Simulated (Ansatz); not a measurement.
The cluster Mo₂O₂. Total charge 0; triplet. Geometry PBE0-D4/def2-TZVP, that of the charge +1 doublet; atoms count from 1.

Cartesian coordinates in Å:
```
Mo 1.099 0.977 -0.088
Mo -1.018 -0.905 0.082
O -0.131 -0.046 -1.242
O 0.051 -0.026 1.248
```

In the def2 sets Mo takes a core potential; there is no spin–orbit coupling. The charge 0 triplet is spin-contaminated (final ⟨S²⟩ up to 4.80, 2.00 for a pure state). The structure comes from a short search, and lower isomers may exist.

(1) Estimate the Mulliken populations from the PBE0/def2-TZVP orbitals of Ansatz.

(2) Where does the spin sit?

(3) And the Mayer bond orders between bonded heavy atoms (over 0.3)?

Answers

(1) 
```
atom  charge (e)  spin (α − β)  d electrons
 Mo1        0.64          4.33         4.44
 Mo2        0.84         -2.21         4.43
  O3       -0.74         -0.06            –
  O4       -0.74         -0.06            –
```
Mulliken values and Mayer orders depend strongly on the basis.

(2) Summed by element: Mo 2.12, O -0.12, of 2 unpaired in all. Largest on single atoms: Mo1 4.33, Mo2 -2.21, O3 -0.06.

(3) Mo1–Mo2 0.51 (2.84 Å); Mo1–O3 0.77 (1.97 Å); Mo1–O4 0.77 (1.97 Å); Mo2–O3 1.19 (1.81 Å); Mo2–O4 1.19 (1.81 Å).
